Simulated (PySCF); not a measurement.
**A thermochemical cycle for CBr**

PBE in PySCF with def2-TZVPPD on every atom, for the lowest determinant that a PBE0 search found; no spin–orbit coupling. CBr, a doublet (π ↑), has De = 4.13 eV to neutral atoms, and CBr⁺, a singlet (closed shell), has De = 6.95 eV to C⁺ + Br.

The adiabatic ionisation energy of CBr, between the minima, is 8.71 eV.

**Question.** Which ionisation energy of the C atom does this level give?

**Answer.** IE(C) = IE(molecule) + De(ion) − De(neutral) = 8.71 + 6.95 − 4.13 = 11.53 eV; the measured value is 11.26 eV (NIST ASD).

For an ion De counts to the pair picked by the measured ionisation energies or electron affinities, which need not be the lowest pair at this level. States were picked by a PBE0 search and need not be the measured ground states.
